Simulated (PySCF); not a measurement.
## Computed properties of BBr2, SMILES Br[B]Br

BBr2, SMILES Br[B]Br (connectivity only; charge and spin as stated), charge +1, multiplicity 1. Geometry optimised at B3LYP-D3(BJ)/def2-TZVP. The multiplicity is an assumed one; other spin states were not compared. The isomer is the one that the SMILES or the coordinates give; other isomers of the formula were not compared. One conformer was computed; it need not be the lowest. All values are computed for the isolated molecule unless a solvent is named; none is compared with measurement here.

**Structure.** The optimised structure has D∞h symmetry. All 4 harmonic modes at B3LYP-D3(BJ)/def2-TZVP (PySCF) are real, so it is a minimum. With heavy atoms numbered as in [Br:1][B:2][Br:3], the shortest bond between them is Br1–B2 at 1.767 Å and the longest B2–Br3 at 1.767 Å.

**Vibrations.** The strongest infrared lines (harmonic, unscaled, degenerate partners summed) lie at 1261 cm⁻¹ (509 km/mol, B 94 %), 277 cm⁻¹ (13 km/mol, B 94 %). The softest mode is at 277 cm⁻¹ and the zero-point energy is 3.1 kcal/mol.

**Electronic structure.** PBE0/def2-TZVPD (PySCF) places the frontier levels at -15.51 and -8.14 eV, a gap of 7.37 eV and a mean polarisability of 48.3 bohr³.

**Excitations.** TDA-PBE0/def2-SVPD (PySCF) has S1 at 5.58 eV (222 nm, f = 0.000, dark); the most intense of the 10 singlets computed lies at 7.93 eV (f = 1.03). Strengths of degenerate partners are summed. T1 (TDA) is at 5.06 eV, 0.52 eV under S1. No vertical singlet excitation falls in the visible range (under 3.1 eV).

**NMR.** GIAO shifts at KT2/pcSseg-2 (PySCF) (non-relativistic, atoms alike by connectivity averaged): ¹¹B at 41.7 ppm against BF3. Without spin–orbit terms, shifts of atoms bonded to Cl or Br come out too high.
